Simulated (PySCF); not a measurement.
CH₇ClO₂Si₂, SMILES O[Si@H](C)[Si@@H](Cl)O.

Geometry: PBE0-D3(BJ)/def2-SVP. The structure was generated by enumeration; whether it is a known compound was not checked. One conformer was computed; it need not be the lowest.

Computed with SMD-ωB97X/6-31G* (PySCF).

Solvation free energies are E(SMD) − E(gas) at the gas-phase geometry, for 1 M in both phases. In vacuum the dipole moment is 4.59 D.

```
solvent        ΔG(solv) (kcal/mol)  its non-electrostatic (CDS) part  dipole (D)
-------------  -------------------  --------------------------------  ----------
water                         -6.7                               3.9        5.69
2-propanol                    -9.5                              -0.4        5.59
chlorobenzene                  [?]                               [?]         [?]
```

### Question
Fill in the missing entries. (The exact figures need the calculation; the answer reports its results.)

### Answer

- chlorobenzene, ΔG(solv) (kcal/mol): -6.2
- chlorobenzene, its non-electrostatic (CDS) part: -1.7
- chlorobenzene, dipole (D): 5.29
